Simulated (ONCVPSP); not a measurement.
## platinum, ONCV: configuration errors across variants

| Property | Result |
| --- | --- |
| Element | platinum |
| Generator | ONCVPSP 4.0.1 |
| Type | optimised norm-conserving Vanderbilt (ONCV) |
| Functional | PBE |
| Relativity | fully relativistic |
| Frozen core | [Xe] |
| Valence charge | 24 |
| Reference configuration | 4f14 5d9 6s0.5 6p0.5 |
| Partial waves | 6s: rc 2.25 bohr, ncon 3, nbas 7, qcut 2.5 1/bohr, 3 projectors, debl 2.6 Ha; 6p: rc 3.10 bohr, ncon 4, nbas 6, qcut 3.2 1/bohr, 3 projectors, debl 1 Ha; 5d: rc 1.60 bohr, ncon 4, nbas 7, qcut 6.2 1/bohr, 2 projectors, debl 1.3 Ha; 4f: rc 0.65 bohr, ncon 5, nbas 10, qcut 26.9 1/bohr, 2 projectors, debl 2.7 Ha |
| Local potential | polynomial inside 0.55 bohr (lpopt 4, dvloc0 0 Ha) |
| Core correction | none |

Open shells are filled in proportion to 2j + 1.

All-electron excitation energies from the reference (eV): (1) 4f14 5d9 6s1 6p0 -2.440; (2) 4f14 5d9 6s0 6p0 6.770; (3) 4f14 5d9 6s0.5 6p0 1.262.

1 further variants failed, have other tests or another functional or relativity, and are left out.

A true bound ghost makes a file unfit for plane-wave use even where its test errors are small: the radial tests pick states by their node count and pass the ghost by.

Errors AE − PS in meV (a dash: test not solved or not reliable):

```csv
change,(1),(2),(3),bound ghosts,GHOST(+) flags above zero
base,0.0,+3.6,0.0,"s, p3/2, p1/2","s, p3/2, d5/2, p1/2"
p: qcut 2.2,0.0,+3.7,+0.1,"s, p3/2, p1/2","s, p3/2, d5/2, p1/2"
p: nbas 8,0.0,+3.5,0.0,"s, p3/2, p1/2","s, p3/2, d5/2, p1/2"
"local potential polynomial inside 0.50 bohr (lpopt 4, dvloc0 3 Ha)",-0.1,+3.7,0.0,"s, p3/2, p1/2","p3/2, d5/2, p1/2, d3/2"
p: debl 2.1,0.0,+3.6,0.0,"s, p3/2, p1/2","s, p3/2, d5/2, p1/2"
d: rc 1.18,0.0,+3.6,0.0,"s, p3/2, p1/2","s, p3/2, d5/2, p1/2"
```

(1) Give the same row for: d: qcut 4.1.

Answers

(1) +0.1, +4.2, 0.0; bound ghosts: s, p3/2, d5/2, p1/2, d3/2; GHOST(+) flags above zero: s, p3/2, p1/2.
